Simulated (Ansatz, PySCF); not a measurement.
1-fluorobutane (C4H9F), SMILES CCCCF.

The structure is a stationary point at r2SCAN-D4/def2-SVP. The values are those of a single conformer.

Vertical ionisation energy (IE) and electron affinity (EA) in eV. Rows of orbital energies are one-electron estimates. Where ΔSCF, EOM or ADC give a negative EA the extra electron is unbound and the value depends on the basis.

| level | IE | EA |
|---|---|---|
| −ε(HOMO), −ε(LUMO), M06-2X/def2-TZVP (PySCF) | 10.45 | -1.87 |
| −ε(HOMO), −ε(LUMO), PBE/def2-TZVP (PySCF) | 7.49 | -0.46 |
| ΔSCF, CAM-B3LYP/def2-TZVPD (Ansatz), final states of multiplicity 2 and 2 | 11.46 | -1.50 |
| ΔSCF, PBE/def2-TZVPD (Ansatz), final states of multiplicity 2 and 2 | [?] | [?] |

Task: Fill in the missing entries. (The exact figures need the calculation; the answer reports its results.)

Result: 
- ΔSCF, PBE/def2-TZVPD (Ansatz, a program for electronic structure), final states of multiplicity 2 and 2, IE: 10.56
- ΔSCF, PBE/def2-TZVPD (Ansatz), final states of multiplicity 2 and 2, EA: -1.23

Task: What vertical singlet–triplet gap does ΔSCF give with CAM-B3LYP/def2-TZVPD (Ansatz) and with PBE/def2-TZVPD (Ansatz)? (An estimate is asked for; the answer gives what the named calculation found.)

Result: 8.67 and 7.60 eV (triplet above singlet where positive).
